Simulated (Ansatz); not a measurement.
Ansatz (a quantum-chemistry and plane-wave program) input (B3LYP-D3(BJ)/def2-TZVP):

Ansatz 0.2 input:
```yaml
crystal:
  periodic: [false, false, false]
  atoms:
    - {symbol: Re, position_ang: [0.00000000, 0.00000000, 0.00000000]}
    - {symbol: F, position_ang: [-0.00000000, -0.00000000, -1.92957506]}
    - {symbol: F, position_ang: [0.00000000, 0.00000000, 1.92957506]}
basis:
  gaussian:
    orbitals: def2-TZVP
hamiltonian:
  xc: b3lyp
  dispersion: d3bj
magnetization: {spin_polarized: true, initial_magnetization: 5}
phonons: {temperatures: {t_min: 298.15, t_max: 298.15, t_step: 100}}
```

Output:

```
Functional definition: B3LYP
integrals: 0.03 GiB planned
689 factors; their error is unknown
mean field: 0.35 GiB planned
mean field evaluation 1: about -7563.9861 eV, gradient 3.4e1 eV
mean field evaluation 2: about -7549.2394 eV, gradient 7.8e1 eV
mean field evaluation 4: about -7567.3795 eV, gradient 1.7e0 eV
mean field evaluation 8: about -7567.3960 eV, gradient 2.0e-2 eV
mean field evaluation 16: about -7567.4178 eV, gradient 2.5e-6 eV
mean field -7567.41780290 eV, -278.0974748767 hartree, gradient 2.4e-6 eV, S^2 8.754686; 0 other end points of the search recorded, 0 dependent functions left out
the calculation of the forces begins
reference -7567.41800474 eV, -278.0974822939 hartree; 19, 14 occupied and 83, 88 virtual orbitals, 689 factors
these checks for a lower state are left out or cut short: stability, starts, cluster_reference, orbital_swaps, neighbouring_geometries, increment
integrals: 0.03 GiB planned
689 factors; their error is unknown
mean field: 0.35 GiB planned
mean field -7567.41779780 eV, -278.0974746890 hartree, gradient 1.5e-6 eV, S^2 8.754686; 0 other end points of the search recorded, 0 dependent functions left out
the calculation of the forces begins
reference -7567.41799963 eV, -278.0974821062 hartree; 19, 14 occupied and 83, 88 virtual orbitals, 689 factors
these checks for a lower state are left out or cut short: stability, starts, cluster_reference, orbital_swaps, neighbouring_geometries, increment
integrals: 0.03 GiB planned
689 factors; their error is unknown
mean field: 0.35 GiB planned
mean field evaluation 32: about -7567.4178 eV, gradient 1.7e-6 eV
mean field -7567.41779780 eV, -278.0974746890 hartree, gradient 1.5e-6 eV, S^2 8.754686; 0 other end points of the search recorded, 0 dependent functions left out
the calculation of the forces begins
reference -7567.41799963 eV, -278.0974821062 hartree; 19, 14 occupied and 83, 88 virtual orbitals, 689 factors
these checks for a lower state are left out or cut short: stability, starts, cluster_reference, orbital_swaps, neighbouring_geometries, increment
integrals: 0.03 GiB planned
689 factors; their error is unknown
mean field: 0.35 GiB planned
mean field -7567.41779780 eV, -278.0974746890 hartree, gradient 1.5e-6 eV, S^2 8.754686; 0 other end points of the search recorded, 0 dependent functions left out
the calculation of the forces begins
reference -7567.41799963 eV, -278.0974821062 hartree; 19, 14 occupied and 83, 88 virtual orbitals, 689 factors
these checks for a lower state are left out or cut short: stability, starts, cluster_reference, orbital_swaps, neighbouring_geometries, increment
integrals: 0.03 GiB planned
689 factors; their error is unknown
mean field: 0.35 GiB planned
mean field -7567.41779780 eV, -278.0974746890 hartree, gradient 1.6e-6 eV, S^2 8.754686; 0 other end points of the search recorded, 0 dependent functions left out
the calculation of the forces begins
reference -7567.41799963 eV, -278.0974821062 hartree; 19, 14 occupied and 83, 88 virtual orbitals, 689 factors
these checks for a lower state are left out or cut short: stability, starts, cluster_reference, orbital_swaps, neighbouring_geometries, increment
integrals: 0.03 GiB planned
689 factors; their error is unknown
mean field: 0.35 GiB planned
mean field -7567.41766624 eV, -278.0974698542 hartree, gradient 1.6e-6 eV, S^2 8.754686; 0 other end points of the search recorded, 0 dependent functions left out
the calculation of the forces begins
reference -7567.41786807 eV, -278.0974772714 hartree; 19, 14 occupied and 83, 88 virtual orbitals, 689 factors
these checks for a lower state are left out or cut short: stability, starts, cluster_reference, orbital_swaps, neighbouring_geometries, increment
integrals: 0.03 GiB planned
689 factors; their error is unknown
mean field: 0.35 GiB planned
mean field evaluation 64: about -7567.4177 eV, gradient 1.6e-6 eV
mean field -7567.41766624 eV, -278.0974698542 hartree, gradient 1.6e-6 eV, S^2 8.754686; 0 other end points of the search recorded, 0 dependent functions left out
the calculation of the forces begins
reference -7567.41786807 eV, -278.0974772714 hartree; 19, 14 occupied and 83, 88 virtual orbitals, 689 factors
these checks for a lower state are left out or cut short: stability, starts, cluster_reference, orbital_swaps, neighbouring_geometries, increment
integrals: 0.03 GiB planned
689 factors; their error is unknown
mean field: 0.35 GiB planned
mean field -7567.41780163 eV, -278.0974748299 hartree, gradient 1.5e-6 eV, S^2 8.754686; 0 other end points of the search recorded, 0 dependent functions left out
the calculation of the forces begins
reference -7567.41800346 eV, -278.0974822470 hartree; 19, 14 occupied and 83, 88 virtual orbitals, 689 factors
these checks for a lower state are left out or cut short: stability, starts, cluster_reference, orbital_swaps, neighbouring_geometries, increment
integrals: 0.03 GiB planned
689 factors; their error is unknown
mean field: 0.35 GiB planned
mean field -7567.41780163 eV, -278.0974748299 hartree, gradient 1.5e-6 eV, S^2 8.754686; 0 other end points of the search recorded, 0 dependent functions left out
the calculation of the forces begins
reference -7567.41800346 eV, -278.0974822470 hartree; 19, 14 occupied and 83, 88 virtual orbitals, 689 factors
these checks for a lower state are left out or cut short: stability, starts, cluster_reference, orbital_swaps, neighbouring_geometries, increment
integrals: 0.03 GiB planned
689 factors; their error is unknown
mean field: 0.35 GiB planned
mean field -7567.41780163 eV, -278.0974748299 hartree, gradient 1.5e-6 eV, S^2 8.754686; 0 other end points of the search recorded, 0 dependent functions left out
the calculation of the forces begins
reference -7567.41800346 eV, -278.0974822471 hartree; 19, 14 occupied and 83, 88 virtual orbitals, 689 factors
these checks for a lower state are left out or cut short: stability, starts, cluster_reference, orbital_swaps, neighbouring_geometries, increment
integrals: 0.03 GiB planned
689 factors; their error is unknown
mean field: 0.35 GiB planned
mean field evaluation 96: about -7567.4178 eV, gradient 1.5e-6 eV
mean field -7567.41780163 eV, -278.0974748299 hartree, gradient 1.5e-6 eV, S^2 8.754686; 0 other end points of the search recorded, 0 dependent functions left out
the calculation of the forces begins
reference -7567.41800346 eV, -278.0974822470 hartree; 19, 14 occupied and 83, 88 virtual orbitals, 689 factors
these checks for a lower state are left out or cut short: stability, starts, cluster_reference, orbital_swaps, neighbouring_geometries, increment
integrals: 0.03 GiB planned
689 factors; their error is unknown
mean field: 0.35 GiB planned
mean field -7567.41771823 eV, -278.0974717649 hartree, gradient 1.5e-6 eV, S^2 8.754674; 0 other end points of the search recorded, 0 dependent functions left out
the calculation of the forces begins
reference -7567.41792016 eV, -278.0974791858 hartree; 19, 14 occupied and 83, 88 virtual orbitals, 689 factors
these checks for a lower state are left out or cut short: stability, starts, cluster_reference, orbital_swaps, neighbouring_geometries, increment
integrals: 0.03 GiB planned
689 factors; their error is unknown
mean field: 0.35 GiB planned
mean field -7567.41773360 eV, -278.0974723298 hartree, gradient 1.6e-6 eV, S^2 8.754698; 0 other end points of the search recorded, 0 dependent functions left out
the calculation of the forces begins
reference -7567.41793533 eV, -278.0974797433 hartree; 19, 14 occupied and 83, 88 virtual orbitals, 689 factors
Total energy: -7567.47579038 eV, -278.0996058772 hartree
Atom 0 at     0.000000     0.000000     0.000000 Å, force    -0.000000    -0.000000    -0.000000 eV/Å
Atom 1 at    -0.000000    -0.000000    -1.929575 Å, force     0.000000     0.000000    -0.000053 eV/Å
Atom 2 at     0.000000     0.000000     1.929575 Å, force     0.000000     0.000000     0.000053 eV/Å
Dipole moment:     0.000000    -0.000000     0.000000 e Å
Vibrations: 118.69 118.69 613.92 626.29 cm⁻¹, zero-point energy 0.091599 eV
```

The spin state was set by rule; other spins were not relaxed.
